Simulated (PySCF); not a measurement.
A structure optimised at PBE-D3(BJ)/def2-SVP, used in a PySCF frequency run:

```xyz
18

C     -3.0683     0.2419    -0.8806
C     -2.4539    -0.9910    -0.2040
Si    -1.1028    -0.5899     1.0718
C      0.3268     0.3502     0.2798
C      1.5913    -0.1288     0.1713
Si     3.0091     0.7987    -0.6465
H     -3.8648    -0.0376    -1.6009
H     -3.5228     0.9320    -0.1394
H     -2.3080     0.8215    -1.4441
H     -2.0092    -1.6741    -0.9603
H     -3.2369    -1.5835     0.3184
H     -0.5527    -1.8572     1.6745
H     -1.7077     0.2547     2.1678
H      0.1149     1.3553    -0.1386
H      1.8099    -1.1313     0.5920
H      3.5696     0.0109    -1.8029
H      4.1365     1.0272     0.3272
H      2.5078     2.1263    -1.1474
```

Task: Write its SMILES and formula.

Result: CC[SiH2]/C=C/[SiH3], C4H12Si2

Task: What are its rotational constants (standard atomic weights)?

Result: 4.8073, 0.78166, 0.71266 GHz
